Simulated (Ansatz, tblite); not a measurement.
Cost and result up the ladder for cyclo-(Me2SiS)3 (C6H18S3Si3) (30 atoms). Charge 0, multiplicity 1. Geometry: PBE-D4/def2-SVP.

```
atom   x (Å)   y (Å)   z (Å)
 Si1  -1.995  -0.028   0.462
  C2  -2.413  -1.279  -0.880
  C3  -3.442   0.246   1.631
  S4  -1.580   1.908  -0.440
 Si5   0.549   1.773  -0.865
  C6   1.535   2.338   0.636
  C7   0.852   2.883  -2.352
  S8   1.124  -0.224  -1.523
 Si9   1.145  -1.382   0.319
 C10   0.848  -3.166  -0.206
 C11   2.790  -1.227   1.219
 S12  -0.359  -0.702   1.736
 H13  -3.312  -0.933  -1.430
 H14  -2.624  -2.275  -0.439
 H15  -1.578  -1.364  -1.603
 H16  -3.755  -0.713   2.091
 H17  -3.167   0.954   2.438
 H18  -4.304   0.670   1.075
 H19   1.278   1.722   1.520
 H20   2.624   2.269   0.440
 H21   1.276   3.393   0.862
 H22   0.302   2.511  -3.239
 H23   0.504   3.913  -2.133
 H24   1.934   2.919  -2.594
 H25  -0.140  -3.284  -0.691
 H26   0.887  -3.831   0.681
 H27   1.631  -3.489  -0.924
 H28   2.777  -1.835   2.147
 H29   3.002  -0.176   1.494
 H30   3.611  -1.593   0.570
```

Ansatz on 2 threads of AMD EPYC 7R13 on a shared host and a share (18 GiB) of an NVIDIA H100 80GB HBM3; xTB runs through tblite on one thread. Times are rough, summed over both states, and most runs start from the orbitals of an earlier one. PBE-QIDH/def2-TZVP serves as the yardstick here, not as an exact answer. The other state is a doublet.

The xTB rows come from tblite. Correlated methods freeze 36 core orbitals. Single mean-field runs in def2-TZVP are fitted with def2-universal-jkfit.

Raw xTB energies of ions are shifted by several eV.

| level | functions | wall time | vertical IE (eV) | difference from PBE-QIDH/def2-TZVP (eV) |
| --- | --- | --- | --- | --- |
| GFN2-xTB | 96 | 0.22 s | 12.26 | 3.47 |
| GFN1-xTB | 114 | 0.25 s | 12.64 | 3.85 |
| PBE-D4/def2-TZVP (with forces) | 516 | 14 s | 7.89 | -0.90 |
| PBE0-D4/def2-TZVP (with forces) | 516 | 17 s | 8.35 | -0.44 |
| PBE-QIDH/def2-TZVP | 516 | 22 s | 8.79 | 0.00 |
